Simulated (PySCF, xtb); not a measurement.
Mo(O)(NH)(NH2)(SH) (H4MoN2OS), SMILES [NH]=[Mo]([SH])(=[O])[NH2], multiplicity 1. The values are those of a single conformer.

Harmonic wavenumbers (cm⁻¹) from GFN2-xTB run with xtb at its own minimum, in rising order: 130, 139, 180, 191, 223, 254, 317, 346, 510, 546, 561, 606, 644, 691, 907, 1005, 1464, 2342, 3300, 3328, 3404.

### Question
What does PySCF with B3LYP-D3(BJ)/def2-SVP give at its own minimum? (An estimate is asked for; the answer gives what the named calculation found.)

### Answer
158, 160, 216, 218, 266, 293, 383, 393, 477, 533, 637, 656, 672, 740, 980, 1024, 1504, 2646, 3538, 3553, 3641. Paired by order, the mean absolute difference is 81 cm⁻¹ and the zero-point energies are 30.1 and 32.4 kcal/mol.
